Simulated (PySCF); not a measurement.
## Spinor energies of Hf⁵⁹⁺ (hafnium, charge +59)

Start: [Ne] 3s2 3p1; 3p3/2 filled at m_j = +3/2. Calculated with PySCF 2.14 in an even-tempered Gaussian basis (18 s from 18 bohr⁻², ratio 2.4; 14 p from 24 bohr⁻², ratio 2.4; 4 d from 78 bohr⁻², ratio 2.6; 4 f from 120 bohr⁻², ratio 2.6): generalised Hartree-Fock with the X2C-1e Hamiltonian and a Gaussian nucleus; one run each with spin-orbit coupling (SO) screened by Boettger's factors, then bare. This is a chosen level, not necessarily the ground level.

| spinor shell | electrons | ε, screened SO (eV) | ε, bare SO (eV) | weight of nominal j (bare SO) | rms radius, bare SO (bohr) |
| --- | --- | --- | --- | --- | --- |
| 1s1/2 | 2 | -70486.9 | -70486.1 | 1.000 | 0.0215 |
| 2s1/2 | 2 | -15916.1 | -15916.0 | 1.000 | 0.0854 |
| 2p1/2 | 2 | -15433.7 | -15463.3 | 1.000 | 0.0725 |
| 2p3/2 | 4 | -14206.6 | -14197.0 | 1.000 | 0.0795 |
| 3s1/2 | 2 | -6436.3 | -6436.3 | 1.000 | 0.204 |
| 3p3/2 | 1 | -5966.8 | -5964.3 | 1.000 | 0.204 |

```csv
quantity,screened SO,bare SO
E (hartree),-11121.55812,-11122.24974
M_J,3/2,3/2
⟨J²⟩,3.750,3.750
⟨L²⟩,2.027,2.029
⟨S²⟩,0.777,0.779
```

Each row is a mean over spinors that exchange with the open shell spreads, by up to 27.672 eV (3s1/2).

Breit and QED terms are absent; they matter most for the inner s and p1/2 levels.

Densities and radii are taken from the X2C orbitals without a picture-change correction, which distorts them close to the nucleus.
